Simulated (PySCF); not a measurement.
## Correlation energy of Hg (mercury, neutral)

[Xe] 4f14 5d10 6s2, closed-shell 1S. Calculation: PySCF 2.14, in cc-pVDZ-PP with ECP60MDF; scalar relativity through the core potential. Frozen: 5s2 5p6; 12 electrons correlated.

MP2 pair energies summed by pair of shells (mhartree):

```
 pair   energy  share (%)
5d-5d  -249.09       71.5
5d-6s   -81.32       23.4
6s-6s   -17.80        5.1
```

Total MP2 correlation energy: -348.20 mhartree.

Same-spin part -121.67 and opposite-spin part -226.53 mhartree; SCS-MP2 scales them by 1/3 and 6/5 to -312.40 mhartree.

| level | correlation energy (mhartree) |
| --- | --- |
| CCSD | -326.35 |
| (T) | -5.97 |
| CCSD(T) | -332.32 |

Diagnostics: T1 = 0.0081, D1 = 0.0253, largest double amplitude 0.052.

Cost of the coupled-cluster step: 0.22 s of wall time on 1 thread of Intel(R) Xeon(R) Platinum 8375C CPU @ 2.90GHz (shared host), for 12 correlated electrons.

Iterations:

```
CC2 = 0
CCSD nocc = 6, nmo = 34
frozen orbitals [0, 1, 2, 3]
max_cycle = 100
direct = 0
conv_tol = 1e-08
conv_tol_normt = 1e-06
diis_space = 8
diis_start_cycle = 0
Init t2, MP2 energy = -152.888093941294  E_corr(MP2) -0.348201430164816
Init E_corr(CCSD) = -0.348201430164884
cycle = 1  E_corr(CCSD) = -0.318222542688892  dE = 0.0299788875  norm(t1,t2) = 0.0354617
cycle = 2  E_corr(CCSD) = -0.325878470696577  dE = -0.00765592801  norm(t1,t2) = 0.0123741
cycle = 3  E_corr(CCSD) = -0.32579857689069  dE = 7.98938059e-05  norm(t1,t2) = 0.0042779
cycle = 4  E_corr(CCSD) = -0.326367496305556  dE = -0.000568919415  norm(t1,t2) = 0.000928387
cycle = 5  E_corr(CCSD) = -0.326351894516548  dE = 1.5601789e-05  norm(t1,t2) = 9.00884e-05
cycle = 6  E_corr(CCSD) = -0.326350566892957  dE = 1.32762359e-06  norm(t1,t2) = 1.23609e-05
cycle = 7  E_corr(CCSD) = -0.326351379692295  dE = -8.12799338e-07  norm(t1,t2) = 2.87631e-06
cycle = 8  E_corr(CCSD) = -0.326351481244782  dE = -1.01552487e-07  norm(t1,t2) = 3.56749e-07
cycle = 9  E_corr(CCSD) = -0.326351465690601  dE = 1.55541808e-08  norm(t1,t2) = 5.36332e-08
cycle = 10  E_corr(CCSD) = -0.326351465784687  dE = -9.40860723e-11  norm(t1,t2) = 8.06592e-09
CCSD converged
E(CCSD) = -152.8662439769136  E_corr = -0.326351465784687
CCSD(T) correction = -0.00597146772829489
```
